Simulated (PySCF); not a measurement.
The dipole of `C/C(C=O)=N/[SiH2]O[SiH3]` from its density and from atomic charges.

Coordinates (GFN2-xTB, Å) and charges (e) from the PBE0/pcSseg-1 density (PySCF):

```csv
atom,x,y,z,Mulliken,IAO,Hirshfeld,ESP-fitted
C1,2.579,-0.998,1.295,-0.1873,-0.4500,-0.1252,-0.5832
C2,1.312,-0.517,0.669,-0.0166,+0.1642,+0.1034,+0.5945
C3,0.467,0.381,1.524,+0.2692,+0.2276,+0.1270,+0.3361
O4,0.752,0.724,2.640,-0.3259,-0.3632,-0.1982,-0.4213
N5,0.981,-0.852,-0.496,-0.5615,-0.5278,-0.2185,-0.6383
Si6,-0.276,-0.616,-1.633,+0.9048,+1.0916,+0.4187,+0.5742
O7,-1.513,0.352,-1.219,-0.7167,-0.9044,-0.3044,-0.3992
Si8,-2.774,1.333,-0.962,+0.7089,+0.8838,+0.3946,+0.5743
H9,3.175,-0.143,1.609,+0.1391,+0.1671,+0.0524,+0.1599
H10,2.344,-1.572,2.190,+0.1398,+0.1675,+0.0536,+0.1616
H11,3.139,-1.611,0.597,+0.1370,+0.1658,+0.0502,+0.1615
H12,-0.464,0.707,1.028,+0.1153,+0.1083,+0.0389,+0.0103
H13,0.394,0.009,-2.765,-0.1320,-0.1500,-0.0781,-0.0853
H14,-0.830,-1.949,-1.825,-0.1312,-0.1489,-0.0776,-0.0858
H15,-3.427,0.839,0.250,-0.1180,-0.1450,-0.0800,-0.1220
H16,-3.643,1.249,-2.133,-0.1078,-0.1407,-0.0767,-0.1156
H17,-2.223,2.675,-0.777,-0.1171,-0.1458,-0.0802,-0.1217
```

Task: Form Σ q r in debye for every column and set it beside the full dipole.

Result: The full density gives (-0.57, -0.10, -1.04) D, 1.19 D in size; dipole vectors point from the negative to the positive end.

```
    scheme     μx     μy     μz  size (D)  share of the full size (%)  angle to the full dipole (°)
  Mulliken  -0.22   0.02  -0.41      0.47                          39                             7
       IAO  -1.07  -0.25  -2.13      2.40                         202                             2
 Hirshfeld  -0.21  -0.23  -0.82      0.88                          74                            17
ESP-fitted  -0.59  -0.11  -1.07      1.23                         103                             0
```

Task: Which set comes closest?

Result: Length of the difference vector: ESP-fitted 0.04 D, Hirshfeld 0.44 D, Mulliken 0.73 D, IAO 1.22 D. Closest: ESP-fitted. The schemes that divide the density aren't constrained to reproduce the dipole.

Task: What is left for the Hirshfeld atoms' own dipoles?

Result: The Hirshfeld atoms' densities add up to the full density, so μ = Σ q r + Σ (atomic dipoles). The atomic dipoles sum to (-0.57, -0.10, -1.04) − (-0.21, -0.23, -0.82) = (-0.36, 0.13, -0.22) D, 0.44 D in size.

Task: With the origin at the mean of the coordinates, (0.000, 0.001, -0.001) Å, which are the largest single terms, by size, of the Mulliken dipole along the direction of the full one?

Result: Si6 +7.01, Si8 +6.99, O7 -6.05, O4 +4.27, C3 -2.05 D; all 17 atoms together +0.46 D. The single terms depend on the origin, their sum doesn't.

Task: Give the size of the full dipole in other units.

Result: 1.19 D = 0.467 au = 0.247 e·Å = 3.96 × 10⁻³⁰ C·m.

One conformer (not necessarily the lowest) at the GFN2-xTB geometry, without solvent, vibrations or thermal averaging.

Conformer computed: `[CH3:1]/[C:2]([CH:3]=[O:4])=[N:5]/[SiH2:6][O:7][SiH3:8]`: C1–C2–C3–O4 0°, C2–N5–Si6–O7 1°.
